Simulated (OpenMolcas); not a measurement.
Ta4+ among 6 point charges of -1 e arranged as an octahedron (Oh).

| Quantity | Value |
| --- | --- |
| Program | OpenMolcas 26.06 |
| Method | CASSCF |
| Basis | ANO-RCC-VDZP [7s6p4d2f1g] |
| Scalar Hamiltonian | DKH2, point nucleus |
| Active space | 1 electron in 5 orbitals (5d) |
| State averaging | 2S+1 = 2 even, 5 roots |
| Spin-orbit coupling | RASSI with atomic mean-field integrals over the reference wave functions |

All point charges move together. At R = 1.89 Å |10Dq| is 12878 cm-1, and at R = 2.06 Å it is 8936 cm-1.

Task: A third run gives 7276 cm-1. What distance was it run at?

Result: With a power law R^-n the two known points give n = -ln(8936 / 12878) / ln(2.06 / 1.89) = 4.24. Then R = 1.89 × (12878 / 7276)^(1/4.24) = 2.162 Å. The run was at 2.16 Å, so the estimate is off by +0.002 Å.

An orbital triplet at a regular site is open to Jahn-Teller coupling, which can distort the site and quench the lowest spin-orbit gaps and is left out. This field is weak: 10Dq is about 12878 cm-1, while octahedral complexes of 5d ions of charge 3 and more, computed by the same method with explicit ligands, had a median near 35000 cm-1. Ground spin and moment need not be those of a real site (figures for R = 1.89; the like holds for R = 2.06, R = 2.16). This is an electrostatic model: the charges have no orbitals. No measured value stands beside these numbers.
